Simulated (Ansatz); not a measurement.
Reaction (isomerisation): `C[SiH2][SiH2]N` → `NC([SiH3])[SiH3]`

Program: Ansatz. Geometries: PBE0-D4/def2-TZVP. ΔE: electronic, gas phase. CCSD(T)/CBS is the MP2 limit (def2-TZVPP, def2-QZVPP) plus CCSD(T) − MP2 in def2-TZVPP, frozen cores. DFT in def2-TZVPP. B3LYP here is the variant with VWN-RPA as its local correlation; programs differ in this. HSE06 is defined as in plane-wave codes. Each species was taken in one conformer, which may not be the lowest.

Task: Is it downhill or uphill in electronic energy at CCSD(T)/CBS, and by how much? (Best estimate.)

Result: Computed: Uphill: ΔE = +141.0 kJ/mol.

Task: What do these levels give: r2SCAN0-D4, HSE06-D4, PBE-QIDH, PBE0, B3LYP, CAM-B3LYP, RPA@PBE/def2-TZVPP, MP2/def2-SVP, CCSD(T)/def2-TZVPP, HF/def2-QZVPP, MP2/def2-QZVPP, HF/CBS(def2)? (Estimate.)

Result: Ansatz gave: r2SCAN0-D4 146.6, HSE06-D4 143.8, PBE-QIDH 144.1, PBE0 146.1, B3LYP 144.4, CAM-B3LYP 142.1, RPA@PBE/def2-TZVPP 128.7, MP2/def2-SVP 119.2, CCSD(T)/def2-TZVPP 137.8, HF/def2-QZVPP 145.3, MP2/def2-QZVPP 140.5, HF/CBS(def2) 145.3 kJ/mol.

Largest T1 diagnostic among the species: 0.011.

At CCSD(T), def2-SVP lies −25.1 kJ/mol from the extrapolated value and def2-TZVPP −3.2 kJ/mol. The D4 term adds −4.8 kJ/mol with B3LYP and −2.4 kJ/mol with PBE0; it sums over pairs of atoms, weighted by their polarisabilities, and B3LYP, whose exchange is more repulsive, gets the larger term. Leaving LDA and LC-ωPBE aside and taking each functional with its dispersion term where it has one, the values, not all of them listed here, spread over 14.6 kJ/mol, from revPBE-D4 to B97M-V. LDA lies −7.8 kJ/mol from PBE without D4.
